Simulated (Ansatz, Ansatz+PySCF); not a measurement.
```xyz
12

C     0.0000    0.0000    0.0000
C     0.0000    0.0000    1.3350
C     0.0000    1.2287   -0.8604
C     0.0000   -1.2287    2.1954
H     0.0000   -0.9668   -0.5033
H     0.0000    0.9668    1.8383
H     0.0000    2.1161   -0.2274
H     0.8898    1.2321   -1.4899
H    -0.8898    1.2321   -1.4899
H     0.0000   -2.1161    1.5624
H     0.8898   -1.2321    2.8249
H    -0.8898   -1.2321    2.8249
```

Basis set: def2-SVP (spherical functions). Left uncorrelated: 4 orbitals. Charge 0, multiplicity 1.

Computed with Ansatz (development build ahead of 0.2.0); each method stands on the lowest determinant of its kind that the runs found. Restricted open shells among the atoms or ions are ROHF, correlated in semicanonical orbitals with singles.

The atomization energy at this shape (free ground-state atoms in the same class of orbitals less the molecule, no zero-point energy) of singlet C4H8:

| method | atomization energy |
| --- | --- |
| RHF | 3783.7 kJ/mol |

What does RHF-MP2 give?

4689.3 kJ/mol.
